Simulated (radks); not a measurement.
Values are calculated unless marked as measured or tabulated.
Sn XXII, configuration [Ar] 3d10 4s1.

Level of theory: Dirac Kohn-Sham, LB94 model potential, spin-unpolarised, spherical densities, finite nucleus; Fermi nuclear charge, rms radius 4.6519 fm (a radial shooting solver on a logarithmic mesh with Libxc functionals).

Energy parts (eV):
part                   energy
kinetic            172158.766
electron-nucleus  -377117.455
Hartree             45964.702
(The LB94 potential has no energy functional, so no total or exchange-correlation energy is given.)

Orbitals (lengths in bohr, moments of r in powers of bohr):
orbital,occ.,eigenvalue (eV),<r^2>
1s1/2,2,-29773.48,0.001139
2s1/2,2,-5034.511,0.01836
2p1/2,2,-4752.806,0.01362
2p3/2,4,-4518.682,0.01491
3s1/2,2,-1448.026,0.1282
3p1/2,2,-1332.499,0.1223
3p3/2,4,-1288.738,0.1302
3d3/2,4,-1085.377,0.1091
3d5/2,6,-1076.067,0.1114
4s1/2,1,-651.9423,0.5521

The highest occupied level is 4s1/2 at -651.94 eV. For comparison, the ionisation energy in NIST's Atomic Spectra Database is 642.4 eV (semi-empirical). In exact Kohn-Sham theory the highest level is minus the ionisation energy, but local and semilocal functionals leave it too shallow, through self-interaction and a potential that decays too fast; potentials with the right tail come closer. The electron density at the nucleus is 1.91e+05 e/bohr^3.

Beside tabulated values, note that spin-unpolarised runs miss the spin-polarisation part of the exchange energy of open shells.
